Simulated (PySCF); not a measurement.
CH4N (SMILES [CH2]N), doublet, geometry from GFN2-xTB; M06/3-21G (PySCF).

The PySCF input:
```python
from pyscf import gto, scf, dft

mol = gto.Mole()
mol.atom = '''
    C     0.11969841    0.72071728   -0.00763830
    N    -0.08484190   -0.65766184    0.00683957
    H    -0.51938453   -1.00090422    0.85240262
    H    -0.52837018   -1.01721263   -0.82720202
    H     0.46666690    1.15768540    0.90941225
    H     0.45679066    1.13976065   -0.93666007
'''
mol.basis = '3-21g'
mol.spin = 1
mol.verbose = 4
mol.build()

mf = dft.UKS(mol)
mf.xc = 'm06'
mf.grids.level = 4
mf.kernel()
mf.analyze()
```

Q: What does PySCF print? Leave out banner, timings and long lists.

A: 
```
PySCF version 2.14.0

[INPUT] verbose = 4
[INPUT] num. atoms = 6
[INPUT] num. electrons = 17
[INPUT] charge = 0
[INPUT] spin (= nelec alpha-beta = 2S) = 1
[INPUT] symmetry False subgroup None
[INPUT] Mole.unit = angstrom
[INPUT] Symbol           X                Y                Z      unit          X                Y                Z       unit  Magmom
[INPUT]  1 C      0.119698410000   0.720717280000  -0.007638300000 AA    0.226197212446   1.361958272441  -0.014434295057 Bohr   0.0
[INPUT]  2 N     -0.084841900000  -0.657661840000   0.006839570000 AA   -0.160327954888  -1.242800760178   0.012924914110 Bohr   0.0
[INPUT]  3 H     -0.519384530000  -1.000904220000   0.852402620000 AA   -0.981494515036  -1.891434852721   1.610807499662 Bohr   0.0
[INPUT]  4 H     -0.528370180000  -1.017212630000  -0.827202020000 AA   -0.998474932587  -1.922253281149  -1.563185267487 Bohr   0.0
[INPUT]  5 H      0.466666900000   1.157685400000   0.909412250000 AA    0.881872632400   2.187708344408   1.718540086824 Bohr   0.0
[INPUT]  6 H      0.456790660000   1.139760650000  -0.936660070000 AA    0.863209243659   2.153835476056  -1.770031004116 Bohr   0.0

nuclear repulsion = 37.2572990522892
number of shells = 18
number of NR pGTOs = 42
number of NR cGTOs = 26
basis = 3-21g
ecp = {}

******** <class 'pyscf.dft.uks.UKS'> ********
method = UKS
initial guess = minao
damping factor = 0
level_shift factor = 0
DIIS = <class 'pyscf.scf.diis.CDIIS'>
diis_start_cycle = 1
diis_space = 8
diis_damp = 0
SCF conv_tol = 1e-09
SCF conv_tol_grad = None
SCF max_cycles = 50
direct_scf = True
direct_scf_tol = 1e-13
number electrons alpha = 9  beta = 8
XC library pyscf.dft.libxc version 7.1.2
    S. Lehtola, C. Steigemann, M. J. T. Oliveira, and M. A. L. Marques,  SoftwareX 7, 1–5 (2018)
XC functionals = m06
    Y. Zhao and D. G. Truhlar,  Theor. Chem. Acc. 120, 215 (2008)
    Y. Zhao and D. G. Truhlar,  Theor. Chem. Acc. 120, 215 (2008)
radial grids:
    Treutler-Ahlrichs [JCP 102, 346 (1995); DOI:10.1063/1.469408] (M4) radial grids

becke partition: Becke, JCP 88, 2547 (1988); DOI:10.1063/1.454033
pruning grids: <function nwchem_prune>
grids dens level: 4
symmetrized grids: False
atomic radii adjust function: <function treutler_atomic_radii_adjust>
small_rho_cutoff = 0
Set gradient conv threshold to 3.16228e-05
tot grids = 119320
init E= -94.6436091737079

cycle= 1 E= -94.604666563041  delta_E= 0.0389  |g|= 0.167  |ddm|= 1.51
cycle= 2 E= -94.6106962600736  delta_E= -0.00603  |g|= 0.143  |ddm|= 0.283
cycle= 3 E= -94.619960473685  delta_E= -0.00926  |g|= 0.0194  |ddm|= 0.13
cycle= 4 E= -94.6200911862949  delta_E= -0.000131  |g|= 0.0129  |ddm|= 0.0283
cycle= 5 E= -94.6201817517275  delta_E= -9.06e-05  |g|= 0.00291  |ddm|= 0.012
cycle= 6 E= -94.6201888275718  delta_E= -7.08e-06  |g|= 0.000476  |ddm|= 0.00526
cycle= 7 E= -94.6201890741988  delta_E= -2.47e-07  |g|= 8.25e-05  |ddm|= 0.00111
cycle= 8 E= -94.6201890826711  delta_E= -8.47e-09  |g|= 1.82e-05  |ddm|= 0.000174
cycle= 9 E= -94.6201890831664  delta_E= -4.95e-10  |g|= 2.71e-06  |ddm|= 4.95e-05
Extra cycle  E= -94.6201890831742  delta_E= -7.73e-12  |g|= 1.72e-06  |ddm|= 5.18e-06
converged SCF energy = -94.6201890831742  <S^2> = 0.75349344  2S+1 = 2.0034904
**** SCF Summaries ****
Total Energy =                         -94.620189083174154
Nuclear Repulsion Energy =              37.257299052289206
One-electron Energy =                 -200.800786921757322
Two-electron Energy =                   68.923298786293955
Two-electron Coulomb Energy =           82.669424787546731
DFT Exchange-Correlation Energy =      -13.746126001252774
**** MO energy ****
                             alpha | beta                alpha | beta
MO #1   energy= -14.295469767012   | -14.2916201651879  occ= 1 | 1
MO #2   energy= -10.1599912028974  | -10.1518553158003  occ= 1 | 1
MO #3   energy= -0.907117032020643 | -0.892130422088597 occ= 1 | 1
MO #4   energy= -0.643419852330521 | -0.614900491925444 occ= 1 | 1
MO #5   energy= -0.527582418008127 | -0.51800763089181  occ= 1 | 1
MO #6   energy= -0.450284416527643 | -0.432746983188605 occ= 1 | 1
MO #7   energy= -0.385352853129404 | -0.372521497413056 occ= 1 | 1
MO #8   energy= -0.330359259038305 | -0.287695539179742 occ= 1 | 1
MO #9   energy= -0.125905115504802 | 0.0200315411468663 occ= 1 | 0
MO #10  energy= 0.131778061638451  | 0.134168292828361  occ= 0 | 0
MO #11  energy= 0.174627101980252  | 0.176166309451256  occ= 0 | 0
MO #12  energy= 0.193347312771634  | 0.198262793037403  occ= 0 | 0
MO #13  energy= 0.260666049776274  | 0.264411126954566  occ= 0 | 0
MO #14  energy= 0.311468725048266  | 0.325288785848242  occ= 0 | 0
MO #15  energy= 0.735757906215035  | 0.749782082125253  occ= 0 | 0
MO #16  energy= 0.752349851458677  | 0.75140013838168   occ= 0 | 0
MO #17  energy= 0.752599244152627  | 0.808503806801053  occ= 0 | 0

To work with the spin densities directly, `use mulliken_meta_spin()` only printing them here.

 ** Mulliken spin pop alpha/beta on meta-lowdin orthogonal AOs **
 ** Mulliken Spin Density (per AO)  **
spin_pop of  0 C 1s       -0.00003
spin_pop of  0 C 2s        0.06007
spin_pop of  0 C 3s        0.00138
spin_pop of  0 C 2px       0.64792
spin_pop of  0 C 2py       0.08675
spin_pop of  0 C 2pz       0.02918
spin_pop of  0 C 3px       0.00408
spin_pop of  0 C 3py       0.00072
spin_pop of  0 C 3pz       0.00026
spin_pop of  1 N 1s       -0.00000
spin_pop of  1 N 2s        0.01550
spin_pop of  1 N 3s        0.00050
spin_pop of  1 N 2px       0.17088
spin_pop of  1 N 2py       0.03715
spin_pop of  1 N 2pz       0.00911
spin_pop of  1 N 3px       0.00230
spin_pop of  1 N 3py       0.00055
spin_pop of  1 N 3pz       0.00010
spin_pop of  2 H 1s       -0.00549
spin_pop of  2 H 2s        0.00028
spin_pop of  3 H 1s       -0.00548
spin_pop of  3 H 2s        0.00028
spin_pop of  4 H 1s       -0.02886
spin_pop of  4 H 2s        0.00086
spin_pop of  5 H 1s       -0.02886
spin_pop of  5 H 2s        0.00086
 ** Mulliken Spin Density (per atom)  **
spin density of  0 C =      0.83033
spin density of  1 N =      0.23608
spin density of  2 H =     -0.00521
spin density of  3 H =     -0.00520
spin density of  4 H =     -0.02800
spin density of  5 H =     -0.02800
 ** Mulliken pop alpha/beta on meta-lowdin orthogonal AOs **
 ** Mulliken pop       alpha | beta **
pop of  0 C 1s        0.99973 | 0.99976
pop of  0 C 2s        0.55091 | 0.49084
pop of  0 C 3s        0.00201 | 0.00063
pop of  0 C 2px       0.91401 | 0.26609
pop of  0 C 2py       0.49549 | 0.40873
pop of  0 C 2pz       0.57090 | 0.54172
pop of  0 C 3px       0.00557 | 0.00149
pop of  0 C 3py       0.00521 | 0.00449
pop of  0 C 3pz       0.00189 | 0.00164
pop of  1 N 1s        0.99974 | 0.99974
pop of  1 N 2s        0.64581 | 0.63031
pop of  1 N 3s        0.00096 | 0.00046
pop of  1 N 2px       0.88318 | 0.71230
pop of  1 N 2py       0.65184 | 0.61469
pop of  1 N 2pz       0.60961 | 0.60050
pop of  1 N 3px       0.00413 | 0.00184
pop of  1 N 3py       0.00180 | 0.00125
pop of  1 N 3pz       0.00082 | 0.00071
pop of  2 H 1s        0.38331 | 0.38880
pop of  2 H 2s        0.00642 | 0.00614
pop of  3 H 1s        0.38331 | 0.38880
pop of  3 H 2s        0.00642 | 0.00614
pop of  4 H 1s        0.43270 | 0.46157
pop of  4 H 2s        0.00575 | 0.00489
pop of  5 H 1s        0.43270 | 0.46157
pop of  5 H 2s        0.00575 | 0.00489
In total             9.00000 | 8.00000
 ** Mulliken atomic charges   ( Nelec_alpha | Nelec_beta ) **
charge of  0C =     -0.26113  (     3.54573      2.71540 )
charge of  1N =     -0.35970  (     3.79789      3.56181 )
charge of  2H =      0.21533  (     0.38973      0.39494 )
charge of  3H =      0.21533  (     0.38973      0.39494 )
charge of  4H =      0.09508  (     0.43846      0.46646 )
charge of  5H =      0.09508  (     0.43846      0.46646 )
Dipole moment(X, Y, Z, Debye): -1.00732, -0.87399,  0.01386
```
